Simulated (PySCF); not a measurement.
Screening by computed properties: pick the candidate that meets the target.

Species are written as SMILES; each is one conformer at its optimised geometry, gas phase (atoms past krypton carry core potentials, spin–orbit coupling is left out); the electronic structure was computed with PySCF and density fitting.

The conformers computed, where there is a choice (atom-mapped SMILES and torsion angles):
- `[H]/[N:8]=[CH:7]/[C@@H:5]([CH2:4]/[CH:3]=[CH:2]/[CH3:1])[CH3:6]`: C2–C3–C4–C5 -114°, C3–C4–C5–C6 -61°, C4–C5–C7–N8 114°
- `[CH3:1][C@H:2]([C:3]#[N:4])[C:5]([CH3:6])([CH3:7])[CH3:8]`: C1–C2–C5–C6 63°

Question: Wanted: lowest singlet excitation below 5.6 eV (TDDFT CAM-B3LYP/def2-SVPD) and HOMO energy below -11 eV (CAM-B3LYP/def2-SVPD), at PBE0-D3(BJ)/def2-SVP geometries. Which candidate meets both?
A. `[O]=[Mo](=[O])([Cl])[Cl]`
B. `C(=C\C[C@@H](C)/C=N/[H])/C`
C. `C[NH][GeH2][NH]C`
D. `C[C@H](C#N)C(C)(C)C`

Answer: A. Computed values:
```csv
species,lowest singlet excitation,HOMO energy
[O]=[Mo](=[O])([Cl])[Cl],4.53 eV,-11.42 eV
C(=C\C[C@@H](C)/C=N/[H])/C,5.35 eV,-8.32 eV
C[NH][GeH2][NH]C,5.84 eV,-7.87 eV
C[C@H](C#N)C(C)(C)C,7.66 eV,-10.38 eV
```
